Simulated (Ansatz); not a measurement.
```yaml
crystal:
  periodic: [false, false, false]
  atoms:
    - {symbol: Cd, position_ang: [-4.219656, 0.093218, -0.503670]}
    - {symbol: Cd, position_ang: [-3.502264, -3.523273, 3.191551]}
    - {symbol: Cd, position_ang: [1.036825, -5.218371, 1.158527]}
    - {symbol: Cd, position_ang: [-2.842628, 2.874742, -3.901574]}
    - {symbol: Cd, position_ang: [1.484760, -1.497990, -4.724608]}
    - {symbol: Cd, position_ang: [-0.532008, -3.009849, -1.037863]}
    - {symbol: Cd, position_ang: [-0.737749, 0.720631, 0.371083]}
    - {symbol: Cd, position_ang: [1.940868, -1.897522, 2.389188]}
    - {symbol: Cd, position_ang: [3.064901, 0.553535, -0.988855]}
    - {symbol: Cd, position_ang: [-0.006434, 4.279768, -0.542232]}
    - {symbol: Cd, position_ang: [5.193038, -1.068824, 1.184367]}
    - {symbol: Cd, position_ang: [3.420245, 3.504994, 3.184082]}
    - {symbol: Se, position_ang: [-2.751472, -2.143288, 0.267675]}
    - {symbol: Se, position_ang: [-3.030056, 0.349579, -2.971396]}
    - {symbol: Se, position_ang: [-2.532899, 2.507867, 0.218339]}
    - {symbol: Se, position_ang: [-0.682074, -2.805598, -3.725877]}
    - {symbol: Se, position_ang: [-0.152507, -3.374089, 3.002030]}
    - {symbol: Se, position_ang: [3.476426, -3.463844, 0.878152]}
    - {symbol: Se, position_ang: [-0.590139, 0.526838, -5.836106]}
    - {symbol: Se, position_ang: [-0.327751, 3.065856, -2.978688]}
    - {symbol: Se, position_ang: [2.746278, 0.686386, -3.751495]}
    - {symbol: Se, position_ang: [0.971963, -1.000000, -0.022075]}
    - {symbol: Se, position_ang: [3.452914, 0.146982, 3.011631]}
    - {symbol: Se, position_ang: [2.173200, 2.801090, 0.273133]}
    - {symbol: H, position_ang: [-5.797056, 0.393589, 0.011748]}
    - {symbol: H, position_ang: [-4.441387, 0.814730, 2.954259]}
    - {symbol: H, position_ang: [-3.671315, -2.046251, 3.952918]}
    - {symbol: H, position_ang: [-3.527729, -5.069428, 2.574310]}
    - {symbol: H, position_ang: [1.628360, -6.751694, 1.607950]}
    - {symbol: H, position_ang: [0.158665, -4.556642, -0.363527]}
    - {symbol: H, position_ang: [-3.876480, 3.931459, -4.760687]}
    - {symbol: H, position_ang: [2.322743, -2.360718, -5.945460]}
    - {symbol: H, position_ang: [-1.956336, -0.094771, 2.759004]}
    - {symbol: H, position_ang: [0.092580, 1.965592, 2.806456]}
    - {symbol: H, position_ang: [-0.405341, 5.798637, 0.020779]}
    - {symbol: H, position_ang: [-0.797788, 4.451246, 2.914868]}
    - {symbol: H, position_ang: [6.770940, -1.513138, 1.639392]}
    - {symbol: H, position_ang: [4.586585, -0.119336, -0.438548]}
    - {symbol: H, position_ang: [5.065723, 3.471797, 2.573306]}
    - {symbol: H, position_ang: [2.027331, 3.668130, 3.992394]}
    - {symbol: H, position_ang: [-3.750461, -2.947568, -0.467597]}
    - {symbol: H, position_ang: [-4.314955, 0.099030, 3.212097]}
    - {symbol: H, position_ang: [-4.301300, -0.006340, -3.701005]}
    - {symbol: H, position_ang: [-2.625975, 2.628231, 1.777823]}
    - {symbol: H, position_ang: [-1.600807, -1.592610, -3.502905]}
    - {symbol: H, position_ang: [0.500656, -4.004624, 4.281884]}
    - {symbol: H, position_ang: [-1.359264, -0.601575, 2.787848]}
    - {symbol: H, position_ang: [4.256811, -4.233506, 1.979616]}
    - {symbol: H, position_ang: [-1.124433, -0.392958, -6.835337]}
    - {symbol: H, position_ang: [0.325248, 1.171308, -6.849594]}
    - {symbol: H, position_ang: [-0.087267, 4.342891, -3.659755]}
    - {symbol: H, position_ang: [1.572822, 1.560166, -3.509962]}
    - {symbol: H, position_ang: [0.615062, 1.345091, 2.866018]}
    - {symbol: H, position_ang: [4.031035, -0.509097, 4.224286]}
    - {symbol: H, position_ang: [-0.099734, 4.291948, 3.204684]}
    - {symbol: H, position_ang: [3.033602, 3.768340, -0.444711]}
basis:
  gaussian: {orbitals: def2-SVP, fitting: {mean_field: def2-universal-jkfit}}
hamiltonian: {xc: {name: wB97X}}
scf: {omitted_lower_state_checks: [starts]}
```

```sh
$ ansatz run in.yaml --threads 11 --pin off --events-out ev --progress --plain --max-ram 174080MiB --backend cuda --devices 0, --max-vram 75GiB
```

Output, abridged:

```
Functional definition: wB97X
6828 factors; integrals over basis functions are off by at most 3.3e-1 eV
6828 factors; integrals over basis functions are off by at most 4.1e-7 eV
mean field evaluation 1: about -839411.6517 eV, gradient 5.0e1 eV
mean field evaluation 2: about -839417.5134 eV, gradient 3.3e1 eV
mean field evaluation 4: about -839419.9202 eV, gradient 2.3e0 eV
mean field evaluation 8: about -839420.0530 eV, gradient 2.3e-1 eV
mean field evaluation 16: about -839420.0532 eV, gradient 1.2e-4 eV
mean field -839420.05324139 eV, -30848.1179772733 hartree, gradient 4.1e-5 eV, S^2 0.000000; 0 other end points of the search recorded, 0 dependent functions left out
reference -839420.05311989 eV, -30848.1179728082 hartree; 340, 340 occupied and 576, 576 virtual orbitals, 6828 factors
Total energy: -839420.05311989 eV, -30848.1179728082 hartree
Checks for a lower state left out: starts
```

It took 35 s on 11 threads of AMD EPYC 7R13 on a shared host and a whole NVIDIA H100 80GB HBM3, peak host memory 2.3 GiB.

In the def2 sets Cd takes a core potential; there is no spin–orbit coupling.
